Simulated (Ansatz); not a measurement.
Start from `[OH][Zr]([F])([F])[F]` and change one element to get `[F][Zr]([F])([F])[SeH]`.

Ansatz, PBE0-D4/def2-TZVP geometries, multiplicity 1. Each molecule was computed in one conformer, which needn't be the lowest.

Elements past krypton have def2 core potentials. Scalar relativity is left out up to krypton.

| property | `[OH][Zr]([F])([F])[F]` |
| --- | --- |
| LUMO energy (ωB97M-V/def2-TZVPP) / eV | 0.35 |
| LUMO energy (PBE/def2-TZVPP) / eV | -1.51 |
| zero-point energy (PBE0-D4/def2-TZVP) / kJ/mol | 48.3 |
| HOMO–LUMO gap (PBE/def2-TZVPP) / eV | 6.98 |
| HOMO–LUMO gap (B3LYP/def2-TZVPP) / eV | 9.09 |
| HOMO energy (PBE0/def2-TZVPP) / eV | -10.26 |

Question: What does the change do to each property? (Best estimate.)

Answer: Ansatz gave: 
```tsv
property	`[F][Zr]([F])([F])[SeH]`	shift
LUMO energy (ωB97M-V/def2-TZVPP) / eV	0.18	-0.17
LUMO energy (PBE/def2-TZVPP) / eV	-2.79	-1.28
zero-point energy (PBE0-D4/def2-TZVP) / kJ/mol	35.6	-12.7
HOMO–LUMO gap (PBE/def2-TZVPP) / eV	3.76	-3.22
HOMO–LUMO gap (B3LYP/def2-TZVPP) / eV	5.28	-3.81
HOMO energy (PBE0/def2-TZVPP) / eV	-7.71	2.55
```

With PBE0 the HOMO rises by 2.55 eV and the LUMO falls by 1.36 eV, so the gap narrows by about 3.91 eV. PBE moves the HOMO by 1.94 eV and ωB97M-V by 2.94 eV.

B3LYP here is the variant with VWN-RPA as its local correlation; programs differ in this.

Spin–orbit coupling is left out; it splits and shifts lone-pair levels of the heavy atoms by tenths of an eV.
